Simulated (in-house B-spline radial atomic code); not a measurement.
## Pt: [Xe] 4f14 5d9 6s1

Computed with a radial B-spline atomic code at the basis-set limit: Dirac-Kohn-Sham wB97X, spherical fractional occupations, Fermi nucleus of rms radius 5.427 fm.

Screening seen three ways: the hydrogenic charge with the same mean radius, Z_r = [3n² - l(l+1)]/(2<r>), the one with the same energy, Z_e = n√(-2ε), and Slater's rules. Values are occupation-weighted means over j. An effective charge above Z reflects the relativistic contraction of the inner shells.

```json
{"shell": "1s", "electrons": "2", "ε (eV)": "-78379", "<r> (bohr)": "0.01715", "Z_r": "87.45", "Z_e": "75.90", "Slater": "77.70"}
{"shell": "2s", "electrons": "2", "ε (eV)": "-13788", "<r> (bohr)": "0.0717", "Z_r": "83.69", "Z_e": "63.67", "Slater": "73.85"}
{"shell": "2p", "electrons": "6", "ε (eV)": "-12060", "<r> (bohr)": "0.06469", "Z_r": "77.29", "Z_e": "59.54", "Slater": "73.85"}
{"shell": "3s", "electrons": "2", "ε (eV)": "-3252.1", "<r> (bohr)": "0.1865", "Z_r": "72.38", "Z_e": "46.38", "Slater": "66.75"}
{"shell": "3p", "electrons": "6", "ε (eV)": "-2739.7", "<r> (bohr)": "0.1871", "Z_r": "66.81", "Z_e": "42.57", "Slater": "66.75"}
{"shell": "3d", "electrons": "10", "ε (eV)": "-2133.5", "<r> (bohr)": "0.1705", "Z_r": "61.60", "Z_e": "37.57", "Slater": "56.85"}
{"shell": "4s", "electrons": "2", "ε (eV)": "-707.53", "<r> (bohr)": "0.415", "Z_r": "57.83", "Z_e": "28.85", "Slater": "50.25"}
{"shell": "4p", "electrons": "6", "ε (eV)": "-537.05", "<r> (bohr)": "0.4404", "Z_r": "52.23", "Z_e": "25.13", "Slater": "50.25"}
{"shell": "4d", "electrons": "10", "ε (eV)": "-316.45", "<r> (bohr)": "0.4683", "Z_r": "44.85", "Z_e": "19.29", "Slater": "38.85"}
{"shell": "5s", "electrons": "2", "ε (eV)": "-108.55", "<r> (bohr)": "0.9571", "Z_r": "39.18", "Z_e": "14.12", "Slater": "20.35"}
{"shell": "4f", "electrons": "14", "ε (eV)": "-77.219", "<r> (bohr)": "0.5159", "Z_r": "34.89", "Z_e": "9.53", "Slater": "27.45"}
{"shell": "5p", "electrons": "6", "ε (eV)": "-63.108", "<r> (bohr)": "1.106", "Z_r": "33.00", "Z_e": "10.77", "Slater": "20.35"}
{"shell": "5d", "electrons": "9", "ε (eV)": "-9.4592", "<r> (bohr)": "1.69", "Z_r": "20.41", "Z_e": "4.17", "Slater": "7.20"}
{"shell": "6s", "electrons": "1", "ε (eV)": "-5.3178", "<r> (bohr)": "3.09", "Z_r": "17.48", "Z_e": "3.75", "Slater": "3.55"}
```

The least bound orbital is 6s1/2 at -5.318 eV, and it is also the most diffuse (<r> = 3.09 bohr).

Spin-orbit splittings of the orbital energies (j = l + 1/2 above j = l - 1/2 when positive): 2p 1729 eV, 3p 381 eV, 3d 82.01 eV, 4p 90.95 eV, 4d 16.96 eV, 4f 3.493 eV, 5p 15.03 eV, 5d 1.377 eV.

For the 1s electron the small component carries 8.75 % of the norm, the zero-frequency Breit interaction raises the level by 290.2 eV, self-energy by 184.8 eV, and vacuum polarisation lowers it by 37.13 eV.

The density falls to 0.001 bohr⁻³ at 4.404 bohr; Σ<r²> = 62.282 bohr² gives, by the non-relativistic formula and without the paramagnetism of open shells, a Langevin diamagnetic susceptibility of -49.33×10⁻⁶ cm³/mol.

Caution: exact exchange at fractional occupations of open shells leaves self-interaction of up to several eV.
